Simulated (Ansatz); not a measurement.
Computed with Ansatz.

A structure relaxed at PBE0-D4/def2-TZVP, charge 0, multiplicity 1:

| atom | x (Å) | y (Å) | z (Å) |
| --- | --- | --- | --- |
| C1 | 0.5919 | 0.5493 | -1.5196 |
| Si2 | -0.8433 | 0.0020 | -0.4538 |
| Ge3 | -0.0819 | -0.3741 | 1.7722 |
| Cl4 | 1.6483 | -1.6808 | 1.5798 |
| H5 | 0.9945 | 1.5027 | -1.1711 |
| H6 | 0.2767 | 0.6687 | -2.5584 |
| H7 | 1.3918 | -0.1931 | -1.4829 |
| H8 | -1.4308 | -1.2736 | -0.9434 |
| H9 | -1.9207 | 1.0300 | -0.4115 |
| H10 | 0.4375 | 0.8831 | 2.4931 |
| H11 | -1.0639 | -1.1143 | 2.6956 |

Task: Give its formula and SMILES.

Result: CH7ClGeSi, `C[SiH2][GeH2][Cl]`.

Task: Summarise the bond lengths by kind.

Result: 1 × C–Si 1.870 Å; 3 × C–H 1.092 Å; 1 × Ge–Si 2.382 Å; 2 × H–Si 1.487 to 1.490 Å; 1 × Cl–Ge 2.177 Å; 2 × Ge–H 1.538 to 1.539 Å.
